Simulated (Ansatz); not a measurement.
Consider the cleavage of the Si–Si bond: `N[SiH2][SiH2]C=O` + HCl → `O=C[SiH2]Cl` + `N[SiH3]`.

Gas-phase electronic energies from Ansatz, PBE0-D4/def2-TZVP geometries. CCSD(T)/CBS is the MP2 limit (def2-TZVPP, def2-QZVPP) plus CCSD(T) − MP2 in def2-TZVPP, frozen cores. This one scheme is used for every species. DFT in def2-TZVPP. Each species was taken in one conformer, which may not be the lowest.

| species | LDA (SPW92) energy (Eh) |
| --- | --- |
| `N[SiH2][SiH2]C=O` | -747.65820 |
| HCl | -459.31375 |
| `O=C[SiH2]Cl` | -861.35991 |
| `N[SiH3]` | -345.64120 |

Q: Work out ΔE.

A: ΔE = (-861.35991) + (-345.64120) − (-747.65820) − (-459.31375) = -0.02916 Eh = -76.6 kJ/mol. CCSD(T)/CBS gives -96.5 kJ/mol.

Largest T1 diagnostic among the species: 0.015.

The D4 term adds +5.1 kJ/mol with B3LYP and +3.2 kJ/mol with PBE0; it sums over pairs of atoms, weighted by their polarisabilities, and B3LYP, whose exchange is more repulsive, gets the larger term. Leaving LDA and LC-ωPBE aside and taking each functional with its dispersion term where it has one, the values, not all of them listed here, spread over 23.6 kJ/mol, from ωB97M-V to PBE-D4. LDA lies +4.4 kJ/mol from PBE without D4.

B3LYP here is the variant with VWN-RPA as its local correlation; programs differ in this.
